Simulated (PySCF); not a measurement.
Simulated Si 1s region for `FB(F)[SiH2][SiH3]`, binding energy against the vacuum level.

Every computed line was given a Gaussian of 0.4 eV full width at half maximum and an area set by the number of equivalent atoms; the highest printed point is 100. Level of theory: PySCF, delta-SCF UKS SCAN, pcX-2 on the ionised atom, pcseg-1 elsewhere, spin-free X2C.

binding energy (eV), intensity and a bar:
```
   1845.8          1 
   1845.9          3 #
   1846.0         12 ###
   1846.1         31 #########
   1846.2         61 ##################
   1846.3         88 ###########################
   1846.4        100 ##############################
   1846.5         88 ##########################
   1846.6         60 ##################
   1846.7         31 #########
   1846.8         12 ###
   1846.9          3 #
   1847.0          1
```

Problem. How many maxima does the curve show, and how many computed lines lie under it?

Solution. The curve has 1 maximum (at 1846.4 eV). Under it lie 2 lines from 2 inequivalent silicon sites. At this width some lines have no maximum of their own.

Problem. Decompose the envelope and assign each component. Numbering: `[F:1][B:2]([F:3])[SiH2:4][SiH3:5]`.

Solution. 
```csv
position (eV),relative area,line,atoms,environment
1846.31,1,Si 1s,Si4,SiH2 silicon
1846.49,1,Si 1s,Si5,SiH3 silicon
```

Problem. Above which line width would these two lines show one maximum?

Solution. Two equal Gaussians merge once their distance is under 2σ = FWHM/1.177. With 0.18 eV between them that is a full width over 0.21 eV.

The 2 Si 1s values lie within 0.18 eV of each other; Gaussian lines of 0.5 eV full width would blend them into one maximum.

No satellites, vibrations or lifetime broadening are included. Geometry: PBE0-D3(BJ)/def2-SVP, one conformer, isolated molecule.

The values belong to the conformer `[F:1][B:2]([F:3])[SiH2:4][SiH3:5]`: F1–B2–Si4–Si5 103°.
